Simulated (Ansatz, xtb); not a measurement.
Ranking isomers of C6H3ClN2

3 gas-phase structures of C6H3ClN2, from a drawn sample of its isomers (lower ones may exist). Each was relaxed with GFN2-xTB:

A. `C#Cc1nccnc1Cl`, a singlet
B. `C#Cc1cncc(Cl)n1`, a singlet
C. `C#Cc1cnc(Cl)cn1`, a singlet

Problem. Make a reasoned guess at their ranking by r2SCAN-D4/def2-SVP single-point energy.

Solution. Calculated order at r2SCAN-D4/def2-SVP: C (0.000), B (0.008), A (0.023) eV. Less than 1 kcal/mol parts C and B; B and A, so the order within those pairs means little.

Energies above the lowest of each column, in eV; the last columns are at B3LYP-D3(BJ)/def2-SVP geometries:

| structure | GFN2-xTB | HF/STO-3G | r2SCAN-D4/def2-SVP | B3LYP-D3(BJ)/def2-SVP | CCSD(T)/def2-SVP + ΔMP2/def2-TZVPP |
| --- | --- | --- | --- | --- | --- |
| C | 0.004 | 0.000 | 0.000 | 0.000 | 0.000 |
| B | 0.000 | 0.001 | 0.008 | 0.007 | 0.004 |
| A | 0.006 | 0.035 | 0.023 | 0.027 | 0.036 |

Every level run on C puts it lowest or level with the lowest. ΔMP2 is the change of the MP2 energy from the smaller to the larger basis.

Programs: Ansatz 0.2.0, xtb 6.7.1.
